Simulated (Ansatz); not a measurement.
Zn10H30Se10, relaxed as a singlet with RKS PBE-D4/def2-SVP in Ansatz, starting from the GFN1-xTB geometry. Force threshold 0.03 eV/Å.

Single mean-field runs in def2-SVP are fitted with def2-universal-jkfit.

Start:

```xyz
50

Zn    2.672    1.711   -0.815
Zn    0.186    3.018    3.839
Zn   -0.694    1.843   -2.580
Zn   -3.723    3.347    1.796
Zn    2.911    0.333    3.717
Zn    1.435   -1.299   -2.617
Zn    2.406   -3.776    2.128
Zn   -0.667   -0.355    1.156
Zn   -4.539   -0.852   -1.324
Zn   -1.742   -4.262   -0.823
Se    1.859    3.379    1.272
Se    4.406   -0.065    0.534
Se    0.613    0.425   -1.125
Se   -1.536    1.781    2.211
Se   -2.478    3.185   -0.911
Se   -2.818    0.161   -3.398
Se    1.229   -1.308    2.384
Se    2.496   -3.188   -0.819
Se   -0.852   -2.904   -3.270
Se   -2.381   -1.801    0.039
H     3.553    2.541   -1.772
H     0.978    1.852    4.588
H    -0.101    4.533    3.945
H    -0.418    2.749   -3.799
H    -3.285    4.829    1.986
H    -4.934    2.373    1.783
H     3.367    1.425    2.645
H     3.381   -0.382    4.984
H     2.278   -1.303   -3.915
H     3.934   -3.529    2.314
H     1.275   -4.824    2.185
H    -4.703    0.680   -1.039
H    -5.237   -2.095   -1.932
H    -0.173   -4.391   -0.775
H    -3.029   -5.080   -1.053
H     3.075    4.059    1.596
H     1.332    4.534    0.581
H     5.454    0.887    0.756
H     5.161   -0.722   -0.517
H    -2.172    1.041    3.274
H    -1.525    4.129   -0.406
H    -2.953    4.114   -1.900
H    -3.767    1.149   -3.808
H    -2.500   -0.181   -4.761
H     0.442   -1.749    3.505
H     3.910   -2.976   -1.031
H     2.486   -4.376   -1.625
H    -0.149   -4.021   -3.820
H    -1.294   -2.473   -4.574
H    -3.167   -2.167    1.190
```

(1) Estimate the energy that the relaxation releases and the steps that it takes.

(2) Does the start keep its bonding and symmetry?

(3) Predict the relaxed structure.

Results:

(1) 78.6 kcal/mol, in 27 steps; 88 s on 11 threads of AMD EPYC 7R13 on a shared host and a whole NVIDIA H100 80GB HBM3. No frequencies were taken in this run, so the end may be a saddle point.

(2) Bonds formed: Zn2–Se11, Zn5–H22, Zn9–H26, Zn10–H31 (atoms count from 1).

(3) 
```xyz
50

Zn    2.7084    1.7355   -1.0487
Zn    0.5598    2.7465    3.6968
Zn   -0.5223    2.0920   -2.6398
Zn   -3.8768    2.0834    1.4442
Zn    2.8236    0.7517    3.6440
Zn    1.2500   -1.4004   -2.7422
Zn    1.2264   -3.8032    1.8469
Zn   -0.4708   -0.2816    0.9830
Zn   -4.2133   -0.0705   -0.6112
Zn   -1.1548   -4.2315    0.1283
Se    1.7402    2.9908    1.1007
Se    4.1850    0.1496    0.4534
Se    0.6048    0.4275   -1.1745
Se   -1.4480    1.5387    2.4077
Se   -2.2201    2.9511   -0.7755
Se   -2.2757    0.3995   -3.5982
Se    1.3286   -1.2021    2.4039
Se    2.0708   -2.9534   -0.7649
Se   -0.9084   -2.8750   -3.0702
Se   -2.2515   -1.7450    0.1872
H     3.4858    2.6036   -2.0829
H     1.2649    1.3884    4.2387
H     0.2954    4.2643    3.9455
H     0.0543    3.2247   -3.5427
H    -4.4037    3.4961    1.8476
H    -4.2788    0.5577    1.0585
H     3.2310    1.5839    2.2845
H     3.6047    0.0402    4.8057
H     2.1715   -1.2438   -3.9966
H     2.4998   -4.6268    2.2176
H    -0.3971   -3.8535    1.6929
H    -3.2682    0.9874   -1.4686
H    -5.4997   -0.8815   -1.0068
H    -0.0096   -3.9009   -1.0232
H    -2.3089   -5.2922    0.2230
H     2.7721    3.9811    1.4957
H     0.9882    4.0722    0.3400
H     5.2433    1.1514    0.7241
H     4.9544   -0.3537   -0.7439
H    -1.8161    0.5488    3.4523
H    -1.6626    4.3459   -0.5203
H    -3.2849    3.5343   -1.6261
H    -3.3755    1.2983   -4.0239
H    -1.7257    0.3948   -5.0118
H     0.4265   -1.3773    3.5708
H     3.5490   -2.5667   -0.7616
H     2.4119   -4.2424   -1.4137
H    -0.0881   -4.0128   -3.5562
H    -1.1178   -2.4237   -4.4990
H    -2.8721   -2.0013    1.5097
```
Bond lengths (bridged metal pairs left out): 22 × Se–Zn 2.44 to 2.90 Å; 18 × H–Zn 1.56 to 1.79 Å; 15 × H–Se 1.48 to 1.53 Å.
